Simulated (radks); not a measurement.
All-electron atom: Fe3+ in [Ne] 3s2 3p4 3d7 (not the ground configuration). Calculated with a radial shooting solver on a logarithmic mesh with Libxc functionals: scalar-relativistic Kohn-Sham, MS2 meta-GGA, spin-polarised, spherical densities, finite nucleus; open shells are filled with parallel spins first; meta-GGA in the generalised Kohn-Sham scheme; Fermi nuclear charge, rms radius 3.7377 fm.

Radial electron density D(r) = 4 pi r^2 rho(r):

| r (bohr) | D(r) (e/bohr) | spin D(r) |
|---|---|---|
| 0.002183 | 0.7142 | 0.00000691 |
| 0.002461 | 0.8910 | 0.00000935 |
| 0.002775 | 1.110 | 0.0000128 |
| 0.003129 | 1.379 | 0.0000178 |
| 0.003528 | 1.709 | 0.0000250 |
| 0.003977 | 2.113 | 0.0000356 |
| 0.004485 | 2.605 | 0.0000513 |
| 0.005056 | 3.201 | 0.0000748 |
| 0.005701 | 3.918 | 0.000110 |
| 0.006428 | 4.775 | 0.000164 |
| 0.007247 | 5.792 | 0.000246 |
| 0.008171 | 6.988 | 0.000371 |
| 0.009213 | 8.379 | 0.000562 |
| 0.01039 | 9.978 | 0.000853 |
| 0.01171 | 11.79 | 0.00130 |
| 0.01331 | 13.96 | 0.00203 |
| 0.01501 | 16.18 | 0.00308 |
| 0.01692 | 18.55 | 0.00467 |
| 0.01908 | 21.01 | 0.00704 |
| 0.02151 | 23.47 | 0.0106 |
| 0.02426 | 25.81 | 0.0158 |
| 0.02735 | 27.91 | 0.0233 |
| 0.03083 | 29.62 | 0.0342 |
| 0.03477 | 30.80 | 0.0496 |
| 0.0392 | 31.33 | 0.0711 |
| 0.0442 | 31.15 | 0.101 |
| 0.04983 | 30.30 | 0.140 |
| 0.05618 | 28.90 | 0.191 |
| 0.06335 | 27.19 | 0.257 |
| 0.07142 | 25.53 | 0.337 |
| 0.08053 | 24.31 | 0.431 |
| 0.0908 | 23.90 | 0.534 |
| 0.1024 | 24.53 | 0.641 |
| 0.1154 | 26.21 | 0.740 |
| 0.1301 | 28.68 | 0.818 |
| 0.1467 | 31.40 | 0.862 |
| 0.1654 | 33.64 | 0.864 |
| 0.1865 | 34.65 | 0.825 |
| 0.2103 | 33.91 | 0.768 |
| 0.2371 | 31.29 | 0.736 |
| 0.2674 | 27.18 | 0.796 |
| 0.3015 | 22.39 | 1.03 |
| 0.3399 | 17.98 | 1.50 |
| 0.3832 | 14.83 | 2.23 |
| 0.4321 | 13.38 | 3.17 |
| 0.4872 | 13.50 | 4.21 |
| 0.5493 | 14.53 | 5.17 |
| 0.6243 | 15.65 | 5.88 |
| 0.7039 | 15.93 | 6.10 |
| 0.7936 | 15.08 | 5.82 |
| 0.8948 | 13.18 | 5.11 |
| 1.009 | 10.64 | 4.12 |
| 1.138 | 7.955 | 3.06 |
| 1.283 | 5.532 | 2.10 |
| 1.446 | 3.596 | 1.33 |
| 1.63 | 2.190 | 0.772 |
| 1.838 | 1.250 | 0.410 |
| 2.073 | 0.6655 | 0.196 |
| 2.337 | 0.3275 | 0.0832 |
| 2.635 | 0.1467 | 0.0300 |
| 2.971 | 0.05854 | 0.00865 |
| 3.35 | 0.02035 | 0.00169 |
| 3.777 | 0.006026 | 0.0000617 |

D(r) has 3 maxima, at r = 0.0405, 0.190, 0.687 bohr, and minima at 0.0901, 0.453 bohr, inside which lie 2.13, 10.85 electrons.
